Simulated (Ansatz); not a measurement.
Cost and result for the atomization energy of C₂H₇AlS₂ (12 atoms, 12 bonds).

```xyz
12

C     1.491   -0.831   -0.682
Al    1.238    0.891    0.206
S     0.126    0.955    2.169
S    -1.072    1.446    0.547
C    -1.989   -0.067    0.192
H     2.554   -1.092   -0.678
H     0.954   -1.652   -0.199
H     1.181   -0.789   -1.731
H     2.057    2.193   -0.167
H    -2.678   -0.261    1.013
H    -2.550    0.115   -0.727
H    -1.311   -0.907    0.058
```

Total charge 0; spin multiplicity 1. The bonds changed during the relaxation, so this is another structure than the one it started from. All single points use the PBE0-D4/def2-TZVP geometry. It is one conformer, not always the lowest. Program: Ansatz. All runs use 4 threads of an Arm Neoverse V1 on a shared host. Times are those of one run each, without the atoms' runs, and a repeat can differ threefold. Electronic energies, without spin–orbit coupling; frozen cores. CCSD(T)/CBS adds CCSD(T) − MP2 in def2-TZVPP to the MP2 limit, and its time is that of the two runs behind it. T1 = 0.012. B3LYP takes the VWN-RPA correlation (the form of Gaussian; ORCA's B3LYP/G).

CCSD(T)/CBS is a level of theory with its own doubt, some kJ/mol a heavy atom from the limit and from the frozen cores, so smaller differences don't rank the functionals.

| level | functions | wall time |
| --- | --- | --- |
| LDA (SPW92)/def2-TZVPP | 286 | 1.8 s |
| BLYP-D4/def2-TZVPP | 286 | 2.8 s |
| PBE-D4/def2-TZVPP (with forces) | 286 | 3.5 s |
| PBE0-D4/def2-TZVPP | 286 | 4.7 s |
| CAM-B3LYP-D4/def2-TZVPP | 286 | 5.5 s |
| CCSD(T)/def2-SVP | 117 | 5.5 s |
| B3LYP-D4/def2-TZVPP (with forces) | 286 | 7.5 s |
| r2SCANh-D4/def2-TZVPP | 286 | 8 s |
| PBE-QIDH/def2-TZVPP | 286 | 8 s |
| B97M-V/def2-TZVPP | 286 | 13 s |
| MP2/def2-QZVPP | 534 | 32 s |
| CCSD(T)/def2-TZVPP | 286 | 3.4 min |
| CCSD(T)/CBS(def2) | – | 4 min |

Q: What atomization energy does each give, and how far from CCSD(T)/CBS? (An estimate is asked.)

A: Computed: 
```tsv
level	atomization (kJ/mol)	difference from CCSD(T)/CBS	per bond
LDA (SPW92)/def2-TZVPP	4646.0	550.5	45.9
BLYP-D4/def2-TZVPP	4055.6	-39.9	-3.3
PBE-D4/def2-TZVPP (with forces)	4155.9	60.4	5.0
PBE0-D4/def2-TZVPP	4105.9	10.4	0.9
CAM-B3LYP-D4/def2-TZVPP	4080.7	-14.8	-1.2
CCSD(T)/def2-SVP	3825.5	-270.0	-22.5
B3LYP-D4/def2-TZVPP (with forces)	4078.5	-17.0	-1.4
r2SCANh-D4/def2-TZVPP	4100.4	4.9	0.4
PBE-QIDH/def2-TZVPP	4073.0	-22.5	-1.9
B97M-V/def2-TZVPP	4140.5	45.0	3.8
MP2/def2-QZVPP	4092.0	-3.5	-0.3
CCSD(T)/def2-TZVPP	3980.0	-115.5	-9.6
CCSD(T)/CBS(def2)	4095.5	0.0	0.0
```

In def2-TZVPP, CCSD(T) changes the Hartree–Fock value by +984.2 kJ/mol (the triples alone add +64.1 kJ/mol) and MP2 by +1028.5 kJ/mol; breaking electron pairs costs correlation energy, which Hartree–Fock lacks. From PBE to PBE0 (25 % exact exchange), in def2-TZVPP and without D4, the atomization energy moves by −45.5 kJ/mol: exact exchange takes away binding that semilocal exchange gives to molecules. The D4 term adds +51.7 kJ/mol with B3LYP and +27.4 kJ/mol with PBE0; it sums over pairs of atoms, weighted by their polarisabilities, and B3LYP, whose exchange is more repulsive, gets the larger term.
